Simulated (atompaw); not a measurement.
# Before and after: PAW (atompaw) potential for iridium (Ir)

Ir, PAW, made with atompaw 4.2.0.5 (PBEsol, scalar-relativistic). Core [Kr] 4d10 4f14, reference 5s2 5p6 5d7 6s0 6p0 (charge +2). Waves: 5s (bound): rc 1.10 bohr; 6s (bound, empty): rc 2.60 bohr; 5p (bound): rc 2.10 bohr; 6p (bound, empty): rc 1.80 bohr; 5d (bound): rc 2.60 bohr; 5d channel at 2.5 Ry: rc 2.60 bohr. Local part: troulliermartins scheme with l = 3 at 0.5 Ry, radius 1.90 bohr. Core correction: smooth core density matched at 1.65 bohr. Augmentation charge: sinc compensation charge, radius 2.05 bohr; PAW radius 2.60 bohr; waves and projectors: custom polynom2 7 10 vanderbiltortho.

All-electron outer shells of the reference configuration (PBEsol, scalar-relativistic, ld1.x):

```csv
shell,level (eV),outermost node (bohr),outermost maximum (bohr)
5s,-115.73,0.50,0.89
4f,-79.91,–,0.39
5p,-72.45,0.54,1.01
5d,-24.44,0.59,1.29
6s,-21.48,1.16,2.24
6p,-13.95,1.37,2.84
```

Change: wave 5d channel at 2.5 Ry: rc 2.60 bohr becomes 5d channel at -1.27 Ry: rc 2.60 bohr.

Cutoffs: the cutoffs (Ry, on a coarse ladder) from which the occupation-weighted sum of valence levels, in a spherical-Bessel basis at the reference potential, stays within 10 and 1 mRy of its value at 400 Ry; they do not see the model core or the augmentation charge, which bear on the density cutoff.

Question: What does the change do?

Answer: The potential gets harder (40 Ry and 120 Ry → 40 Ry and 140 Ry); neither file shows a bound ghost.

| quantity | base | changed |
| --- | --- | --- |
| cutoff, loose | 40 Ry | 40 Ry |
| cutoff, tight | 120 Ry | 140 Ry |
| bound ghosts | none | none |
| s: phases at 2.62 bohr within 0.05 rad from the reference energy up to (Ry; the scan ends near 5) | n/a | n/a |
| p: phases at 2.62 bohr within 0.05 rad from the reference energy up to (Ry; the scan ends near 5) | 0.9 | 0.9 |
| d: phases at 2.62 bohr within 0.05 rad from the reference energy up to (Ry; the scan ends near 5) | 0.5 | 1.0 |
| lowest overlap eigenvalue by channel | s 0.31, p 1.00, d 0.96 | s 0.31, p 1.00, d 0.92 |

 The cutoffs see the waves, projectors and local potential, not the compensation charge or the core.
